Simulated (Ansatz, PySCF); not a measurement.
C3H8, triplet, at the geometry of the source list (a higher spin typed on purpose: for a closed-shell molecule this is an excited state) (in this run its highest filled SCF level lies above zero, so its values depend strongly on the basis, on diffuse functions most of all). Base run: PBE/STO-3G (PySCF).

Here is a job for PySCF.
```python
from pyscf import gto, scf, dft

mol = gto.Mole()
mol.atom = '''
    C     1.128400    0.516300   -0.318600
    C     0.131900   -0.606000   -0.059600
    C    -1.227000   -0.063700    0.363100
    H     2.092700    0.113400   -0.619200
    H     0.768500    1.170700   -1.109600
    H     1.271200    1.113900    0.579100
    H     0.520000   -1.262000    0.723100
    H     0.017200   -1.205200   -0.965900
    H    -1.926600   -0.876300    0.544100
    H    -1.136900    0.521000    1.276100
    H    -1.639600    0.577700   -0.412600
'''
mol.basis = 'sto-3g'
mol.charge = 0
mol.spin = 2
mol.verbose = 4
mol.build()

mf = dft.UKS(mol)
mf.xc = 'pbe'
mf.kernel()
```

The same geometry, method and basis name were run in Ansatz (an electronic-structure program) and PySCF, at each program's defaults and at the settings that a row names. The base is PySCF at its defaults. Differences at the defaults can come from grids, fitting, cores and function types together.

```tsv
code and settings	ΔE vs base (µEh)	basis functions	E (Eh)	SCF cycles	dipole (D)
PySCF, defaults (exact integrals, its default grid, spherical functions)	0.0	23	-116.98321	21	0.21
Ansatz, defaults (factorised integrals, its default grid, spherical functions)	-4.7	23	-116.98322	-	-
PySCF, density fitting with def2-universal-jkfit	-1076	23	-116.98429	20	0.21
PySCF, fine grid	-1.2	23	-116.98321	21	0.21
Ansatz, high accuracy	-1.4	23	-116.98322	-	-
```

Open shells are given as the SCF converged; they aren't shown to be the lowest states, and a large step between rows can be another state.
